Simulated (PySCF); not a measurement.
PySCF job for Se(Et)(SeH) (C2H6Se2), SMILES CC[Se][SeH], B3LYP-D3(BJ)/def2-SVP. Coordinates come from a B3LYP-D3(BJ)/def2-SVP optimisation. One conformer was computed; it need not be the lowest.

```python
import numpy as np
from pyscf import gto, scf, dft, df
from pyscf.hessian import thermo

mol = gto.M(
    atom='''
    Se    0.09839585   -0.57888858    0.87878674
    C    -0.41549721   -1.83809890   -0.56497122
    C    -1.71775736   -1.49212779   -1.26523526
    H    -0.47625181   -2.80296935   -0.03389250
    H     0.43059270   -1.89469023   -1.26470887
    H    -1.64952242   -0.50635984   -1.75099706
    H    -2.55968611   -1.46738493   -0.55672870
    H    -1.94346230   -2.23783432   -2.04641906
    Se    0.40644981    1.39415142   -0.36882972
    H     1.83310497    1.17166222   -0.70455399
    ''',
    basis='def2-SVP',
    charge=0,
    spin=0,
    max_memory=1600,
    verbose=3,
)
mf = dft.RKS(mol, xc='b3lyp').density_fit(auxbasis='def2-universal-jkfit')
mf.disp = 'd3bj'
mf.grids.level = 3
mf.conv_tol = 1e-11
mf.max_cycle = 100
mf.kernel()

# [left out here: the lines that compute and print the analytic Hessian (its translational invariance restored by hand, since the grid's response is missing), thermochemistry and intensities]
```

It prints:

```
converged SCF energy = -4882.38699769903

WARN: DFTD3 does not support analytical Hessian, using finite difference


WARN: Mole.unit (angstrom) is changed to Bohr

Mode                                 0                   1                   2
Irrep
Freq [cm^-1]                       77.2307            142.8458            244.8353
Reduced mass [au]                   2.4584              2.5242              1.1182
Force const [Dyne/A]                0.0086              0.0303              0.0395
Char temp [K]                     111.1178            205.5233            352.2635
Normal mode                   x     y     z       x     y     z       x     y     z
       0  Se                -0.03  0.01 -0.02    0.00 -0.00 -0.04   -0.01 -0.01 -0.01
       1   C                 0.04  0.02 -0.05   -0.07 -0.10  0.08    0.04  0.01 -0.02
       2   C                -0.07 -0.14  0.08   -0.01 -0.09 -0.02    0.01  0.04  0.05
       3   H                 0.24 -0.03 -0.11   -0.18 -0.02  0.22    0.05  0.00 -0.03
       4   H                -0.00  0.19 -0.12   -0.05 -0.29  0.11    0.02  0.02 -0.05
       5   H                -0.26 -0.09  0.14    0.11 -0.19 -0.21    0.11 -0.10 -0.20
       6   H                -0.01 -0.32  0.15   -0.03  0.14 -0.04    0.12  0.37  0.17
       7   H                -0.02 -0.12  0.05   -0.08 -0.22  0.12   -0.23 -0.12  0.28
       8  Se                 0.03  0.02  0.01    0.01  0.04  0.02   -0.00 -0.01 -0.01
       9   H                 0.05  0.02  0.09   -0.01  0.01 -0.05    0.19  0.33  0.60
Mode                                 3                   4                   5
Irrep
Freq [cm^-1]                      273.9530            286.1249            307.0239
Reduced mass [au]                   2.3728              2.0765              2.7617
Force const [Dyne/A]                0.1049              0.1002              0.1534
Char temp [K]                     394.1574            411.6700            441.7390
Normal mode                   x     y     z       x     y     z       x     y     z
       0  Se                -0.01 -0.05  0.02    0.01  0.05 -0.04    0.03 -0.00  0.04
       1   C                -0.02 -0.06  0.04   -0.03 -0.03  0.04   -0.08  0.06 -0.03
       2   C                 0.01  0.02  0.02   -0.00  0.00 -0.00   -0.08 -0.07 -0.12
       3   H                -0.08 -0.05  0.06   -0.09  0.01  0.10   -0.05  0.04 -0.06
       4   H                -0.01 -0.11  0.05   -0.03 -0.11  0.05   -0.07  0.10 -0.03
       5   H                -0.01  0.15  0.28   -0.05  0.12  0.22   -0.14 -0.12 -0.23
       6   H                -0.04 -0.21 -0.04   -0.08 -0.24 -0.08   -0.14 -0.09 -0.19
       7   H                 0.13  0.21 -0.19    0.14  0.16 -0.20    0.05 -0.18 -0.06
       8  Se                 0.01  0.05 -0.03   -0.01 -0.04  0.03   -0.00  0.00 -0.01
       9   H                 0.10  0.19  0.30    0.12  0.23  0.39    0.09  0.16  0.27
Mode                                 6                   7                   8
Irrep
Freq [cm^-1]                      539.9515            729.2089            746.3023
Reduced mass [au]                   3.8735              1.0300              1.1724
Force const [Dyne/A]                0.6654              0.3227              0.3847
Char temp [K]                     776.8699           1049.1692           1073.7628
Normal mode                   x     y     z       x     y     z       x     y     z
       0  Se                -0.01 -0.03 -0.03   -0.01 -0.00  0.00   -0.00 -0.00  0.01
       1   C                 0.00  0.19  0.14   -0.01 -0.00  0.02    0.06  0.05 -0.08
       2   C                 0.03  0.00  0.03    0.00  0.00  0.00    0.00  0.01 -0.02
       3   H                -0.00  0.20  0.16    0.08 -0.05 -0.05   -0.40  0.24  0.22
       4   H                 0.00  0.10  0.14   -0.01  0.12  0.01    0.14 -0.50  0.07
       5   H                -0.07 -0.04 -0.07    0.05 -0.01 -0.00   -0.36  0.03 -0.03
       6   H                -0.05 -0.07 -0.07   -0.04  0.03 -0.04    0.20 -0.19  0.22
       7   H                 0.25 -0.12  0.08    0.02  0.00 -0.00   -0.09 -0.07  0.08
       8  Se                -0.00 -0.00 -0.00    0.01 -0.01  0.00    0.00 -0.00 -0.00
       9   H                 0.00 -0.02  0.03    0.05  0.84 -0.49    0.00  0.15 -0.10
Mode                                 9                  10                  11
Irrep
Freq [cm^-1]                      973.1426           1004.4322           1067.9801
Reduced mass [au]                   1.4235              1.2088              2.4056
Force const [Dyne/A]                0.7943              0.7185              1.6166
Char temp [K]                    1400.1355           1445.1542           1536.5855
Normal mode                   x     y     z       x     y     z       x     y     z
       0  Se                -0.00  0.00  0.00    0.00  0.00 -0.01    0.00 -0.00  0.00
       1   C                -0.08 -0.03 -0.05   -0.02 -0.04  0.08   -0.15  0.07 -0.06
       2   C                 0.09  0.05  0.08    0.01  0.03 -0.07    0.12 -0.09  0.01
       3   H                -0.29 -0.17 -0.33   -0.12 -0.24 -0.30   -0.09  0.13  0.05
       4   H                -0.16 -0.00 -0.15    0.27  0.33  0.41   -0.06  0.13  0.05
       5   H                -0.13 -0.07 -0.18   -0.33  0.07 -0.02    0.25  0.01  0.25
       6   H                -0.02 -0.18 -0.04    0.25 -0.13  0.23    0.30  0.04  0.22
       7   H                 0.45 -0.23  0.24   -0.23 -0.05  0.08   -0.18  0.09 -0.07
       8  Se                 0.00  0.00  0.00   -0.00  0.00  0.00   -0.00 -0.00 -0.00
       9   H                -0.00 -0.01  0.00    0.00 -0.02  0.02    0.00  0.01  0.01
Mode                                12                  13                  14
Irrep
Freq [cm^-1]                     1244.3879           1255.0277           1392.1746
Reduced mass [au]                   1.2873              1.2657              1.2319
Force const [Dyne/A]                1.1744              1.1746              1.4068
Char temp [K]                    1790.3971           1805.7055           2003.0293
Normal mode                   x     y     z       x     y     z       x     y     z
       0  Se                 0.00 -0.00  0.00    0.00 -0.00 -0.00   -0.00  0.00  0.00
       1   C                -0.07 -0.07 -0.04   -0.01 -0.01 -0.10    0.00  0.01  0.01
       2   C                 0.03  0.08 -0.02   -0.05 -0.01  0.08   -0.11  0.02 -0.06
       3   H                 0.49  0.21  0.53   -0.18  0.11  0.10    0.09 -0.06 -0.09
       4   H                 0.00  0.19  0.04    0.50  0.21  0.51    0.02 -0.13  0.03
       5   H                -0.19  0.04 -0.12    0.21 -0.09 -0.06    0.44  0.11  0.20
       6   H                 0.10 -0.20  0.07   -0.21  0.05 -0.12    0.28 -0.05  0.39
       7   H                 0.09 -0.13  0.16    0.20  0.03 -0.03    0.43 -0.28  0.09
       8  Se                -0.00 -0.00 -0.00   -0.00  0.00  0.00   -0.00 -0.00  0.00
       9   H                 0.00 -0.00  0.00    0.00 -0.01  0.01    0.00  0.00  0.00
Mode                                15                  16                  17
Irrep
Freq [cm^-1]                     1439.0367           1460.7832           1475.9227
Reduced mass [au]                   1.1174              1.0377              1.0430
Force const [Dyne/A]                1.3633              1.3046              1.3387
Char temp [K]                    2070.4534           2101.7418           2123.5241
Normal mode                   x     y     z       x     y     z       x     y     z
       0  Se                -0.00 -0.00 -0.00    0.00  0.00  0.00    0.00  0.00  0.00
       1   C                 0.07 -0.05  0.02    0.00  0.02 -0.01    0.00 -0.01 -0.02
       2   C                -0.02  0.00 -0.03    0.02  0.04 -0.01    0.02 -0.03 -0.03
       3   H                -0.55  0.16  0.29   -0.00 -0.01 -0.06   -0.01  0.02  0.03
       4   H                -0.17  0.57 -0.30    0.04 -0.08  0.04    0.05  0.02  0.03
       5   H                 0.12  0.03  0.05    0.37  0.10  0.19   -0.31  0.29  0.56
       6   H                 0.05 -0.06  0.06   -0.23 -0.49 -0.27   -0.14  0.47 -0.22
       7   H                -0.00 -0.07  0.03   -0.44 -0.25  0.39    0.12 -0.32  0.24
       8  Se                 0.00  0.00  0.00   -0.00 -0.00 -0.00   -0.00 -0.00 -0.00
       9   H                 0.00  0.00 -0.01    0.00 -0.00  0.00    0.00 -0.00  0.00
Mode                                18                  19                  20
Irrep
Freq [cm^-1]                     2357.4160           3025.9132           3049.4783
Reduced mass [au]                   1.0210              1.0374              1.0627
Force const [Dyne/A]                3.3432              5.5965              5.8225
Char temp [K]                    3391.7968           4353.6154           4387.5204
Normal mode                   x     y     z       x     y     z       x     y     z
       0  Se                 0.00 -0.00  0.00    0.00  0.00  0.00   -0.00 -0.00 -0.00
       1   C                -0.00  0.00 -0.00   -0.00  0.00 -0.00    0.03 -0.06  0.01
       2   C                 0.00 -0.00 -0.00   -0.04 -0.00 -0.03   -0.00  0.01 -0.00
       3   H                 0.00  0.00  0.00   -0.01 -0.05  0.03    0.06  0.72 -0.41
       4   H                 0.00 -0.00 -0.00    0.03  0.00 -0.02   -0.37  0.00  0.30
       5   H                -0.00  0.00  0.00   -0.04 -0.44  0.21   -0.01 -0.09  0.05
       6   H                -0.00  0.00  0.00    0.37 -0.01 -0.32    0.04  0.00 -0.04
       7   H                 0.00 -0.00  0.00    0.13  0.47  0.48   -0.00 -0.01 -0.01
       8  Se                -0.01  0.00  0.00    0.00 -0.00  0.00   -0.00  0.00  0.00
       9   H                 0.95 -0.17 -0.21    0.00 -0.00  0.00    0.00 -0.00  0.00
Mode                                21                  22                  23
Irrep
Freq [cm^-1]                     3104.8568           3113.6174           3132.0663
Reduced mass [au]                   1.1017              1.1038              1.1057
Force const [Dyne/A]                6.2574              6.3049              6.3907
Char temp [K]                    4467.1977           4479.8022           4506.3461
Normal mode                   x     y     z       x     y     z       x     y     z
       0  Se                -0.00  0.00  0.00    0.00 -0.00 -0.00   -0.00  0.00  0.00
       1   C                -0.01 -0.01  0.01   -0.05 -0.02  0.05    0.03  0.02 -0.04
       2   C                 0.01 -0.07 -0.04    0.03  0.04 -0.03    0.04  0.03 -0.05
       3   H                 0.01  0.13 -0.07    0.02  0.30 -0.16   -0.01 -0.25  0.14
       4   H                 0.05 -0.00 -0.04    0.52 -0.03 -0.42   -0.38  0.02  0.30
       5   H                 0.04  0.43 -0.23   -0.03 -0.40  0.19   -0.03 -0.43  0.21
       6   H                -0.34 -0.00  0.29   -0.27  0.01  0.24   -0.45  0.02  0.38
       7   H                 0.13  0.45  0.47   -0.01 -0.03 -0.05    0.02  0.05  0.04
       8  Se                 0.00  0.00 -0.00    0.00  0.00 -0.00   -0.00 -0.00  0.00
       9   H                -0.00  0.00 -0.00   -0.00  0.00  0.00    0.00 -0.00  0.00
temperature 298.1500 [K]
pressure 101325.00 [Pa]
Rotational constants [GHz] 3.80442 1.59131 1.18887
Symmetry number 1
Zero-point energy (ZPE) 0.07391 [Eh]   194056.492 [J/mol]
                           tot       elec      trans        rot        vib
Entropy [J/mol/K]       352.382      0.000    174.054    117.957     60.371
Cv [J/mol/K]             88.609      0.000     12.472     12.472     63.666
Cp [J/mol/K]             96.924      0.000     20.786     12.472     63.666
Internal energy [J/mol]                      3718.434   3718.434 203988.593
Internal energy [Eh]   -4882.30647  -4882.38700
Enthalpy [J/mol]                             6197.391   3718.434 203988.593
Enthalpy [Eh]          -4882.30553
Gibbs free energy [J/mol]                  -45696.779 -31450.433 185988.872
Gibbs free energy [Eh] -4882.34554
static polarisability / bohr^3: [[60.859 12.779  2.218]
 [12.779 82.954 -3.576]
 [ 2.219 -3.572 61.821]]
largest difference of analytic and finite-field dipole derivatives / e: 0.0005492303505016949
mode   freq/cm-1   IR/(km/mol)   Raman/(A^4/amu)   depolarisation
   1       77.23         0.153             0.755            0.732
   2      142.85         0.370             3.044            0.575
   3      244.84         3.270             4.378            0.738
   4      273.95         0.698             6.741            0.353
   5      286.12         1.742             5.815            0.536
   6      307.02         0.094             4.422            0.448
   7      539.95         1.628            18.919            0.241
   8      729.21         5.104            27.996            0.569
   9      746.30         9.160             1.920            0.512
  10      973.14         5.271             3.930            0.744
  11     1004.43         0.718             5.316            0.726
  12     1067.98         0.604             4.749            0.651
  13     1244.39        21.807             3.271            0.621
  14     1255.03        16.470             5.199            0.579
  15     1392.17         4.469             4.883            0.740
  16     1439.04         2.764            14.441            0.750
  17     1460.78         7.499            18.701            0.719
  18     1475.92         2.873            11.920            0.728
  19     2357.42        26.499           201.423            0.280
  20     3025.91        25.798           169.166            0.103
  21     3049.48         9.209           167.473            0.132
  22     3104.86        12.704           102.698            0.684
  23     3113.62         2.377           102.815            0.709
  24     3132.07        15.157            13.052            0.750
max |gradient| / (hartree/bohr): 3.787015020515874e-05
APT charges: [ 2.140e-02  1.114e-01  3.000e-04 -2.900e-02 -3.820e-02  1.930e-02
  1.000e-04 -2.370e-02 -6.700e-03 -5.490e-02]
```

The calculation finished and met its thresholds.
